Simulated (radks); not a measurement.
Values are calculated unless marked as measured or tabulated.
Q: The mean radii <r> (bohr) of the occupied orbitals of an atom or ion are listed with their occupations. Level of theory: scalar-relativistic Kohn-Sham, PBE, spin-unpolarised, spherical densities, point nucleus (a radial shooting solver on a logarithmic mesh with Libxc functionals).

orbital  occ.      <r>
1s          2  0.02971
2s          2   0.1285
2p          6   0.1122
3s          2   0.3486
3p          6   0.3471
3d         10   0.3243
4s          2   0.8481
4p          6   0.9214
4d         10    1.165
5s          1    2.341

Name the element and its charge.

A: Z = 49, indium, charge +2: In2+ in [Kr] 4d10 5s1. The 1s radius gives Z: for a bare nucleus <r> = (2 gamma + 1)/(2Z) with gamma = sqrt(1 - (Z/c)^2), 0.02926 bohr for Z = 49, and screening makes it slightly larger (0.02971 here). The occupations add up to 47, and the charge is Z minus that.
